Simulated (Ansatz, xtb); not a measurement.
A geometry optimisation of F2H6PSi2+ with r2SCAN-D4/def2-SVP

The starting geometry of this gas-phase singlet has its atoms placed at random.

```xyz
11

F    -0.6753   -0.0121    1.0625
F    -0.6863    1.3541    0.5069
P    -2.1650    1.0232   -1.0839
Si    0.5450   -0.3644   -0.2923
Si    1.5046    1.3674    0.1253
H    -1.3440   -1.0459   -0.7003
H     1.2514   -0.3164   -1.7526
H    -1.5502    0.4166    1.3578
H    -2.4264   -0.3038    0.2302
H     0.4641    0.7567    1.0586
H    -0.6500   -0.6343    0.5158
```

One run relaxed it with r2SCAN-D4/def2-SVP. What is a likely outcome?

It ends as a structure with F2 bridging P3 and Si5, given below by its coordinates. Distances that change by over a tenth: F1–Si4 (1.86 → 2.07 Å), F2–Si5 (2.22 → 1.97 Å), Si4–Si5 (2.02 → 2.33 Å). Contacts that open: F1–H11 (0.83 → 2.60 Å), Si4–H10 (1.76 → 2.93 Å). Contacts that close: F2–P3 (2.20 → 1.76 Å), P3–H6 (2.26 → 1.43 Å), P3–H9 (1.89 → 1.43 Å).

The energy falls by 24.47 eV over 84 steps:

| step | E − E(last) (eV) |
| --- | --- |
| 1 | 24.473 |
| 10 | 1.669 |
| 19 | 1.188 |
| 29 | 1.014 |
| 38 | 0.115 |
| 47 | 0.062 |
| 56 | 0.043 |
| 66 | 0.020 |
| 75 | 0.002 |
| 84 | 0.000 |

Final geometry (Å):

```xyz
11

F    -0.2663   -2.3410    1.4864
F    -1.4930    0.9672   -0.7945
P    -2.4500    2.0684   -1.7725
Si    0.7549   -0.8619    0.4616
Si   -0.0176    1.3321    0.4571
H    -2.9066    2.8124   -0.6396
H     0.7933   -1.6571   -0.7964
H     0.1359   -3.1638    1.7114
H    -1.3520    2.9617   -1.9845
H    -0.9334    1.2141    1.6554
H     2.0024   -1.0910    1.2435
```

From the same start GFN2-xTB ends elsewhere, in pieces: H3Si2 + FH2P + FH.

From so rough a start the end depends on the optimiser's path, so another program may land elsewhere. The end wasn't checked by frequencies. Run with Ansatz 0.2.0, 5.2 min on 2 threads of Intel(R) Xeon(R) Platinum 8259CL CPU @ 2.50GHz (Skylake/Cascade Lake), with other jobs on the host.
